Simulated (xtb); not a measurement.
xtb input (GFN2-xTB):

```bash
xtb mol.xyz --gfn 2 --ohess tight --chrg -1 --uhf 0
```
mol.xyz:
```
14

C      2.02261514    -0.09753226     0.09693640
N      0.78220548    -0.74359513    -0.13915379
B     -0.40344828    -0.09422039    -0.03852288
C     -1.79737192    -0.89695249    -0.31033437
C     -0.66645363     1.51327846     0.26447292
H      2.58661681    -0.54488381     0.96652678
H      2.75042848    -0.17894999    -0.80341615
H      2.03688630     0.99499685     0.31067329
H     -2.37639657    -0.54160740    -1.10349113
H     -1.54880075    -1.93152007    -0.49607474
H     -2.48225393    -0.89306478     0.53869893
H     -1.23064998     1.95683059    -0.57459690
H     -1.30816313     1.62865183     1.10633939
H      0.23154428     2.10756421     0.45569375
```

End of the output:

```
optimized geometry written to: xtbopt.xyz

           -------------------------------------------------
          | TOTAL ENERGY              -15.331135113800 Eh   |
          | TOTAL ENTHALPY            -15.207321026742 Eh   |
          | TOTAL FREE ENERGY         -15.247558894415 Eh   |
          | GRADIENT NORM               0.000169058410 Eh/α |
          | HOMO-LUMO GAP               4.961886807403 eV   |
           -------------------------------------------------

------------------------------------------------------------------------
------------------------------------------------------------------------
 total:
 SCF:
 ANC optimizer:
 analytical hessian:
```

It need not be the lowest isomer of its formula. Whether it binds its extra electron was not tested at this geometry.
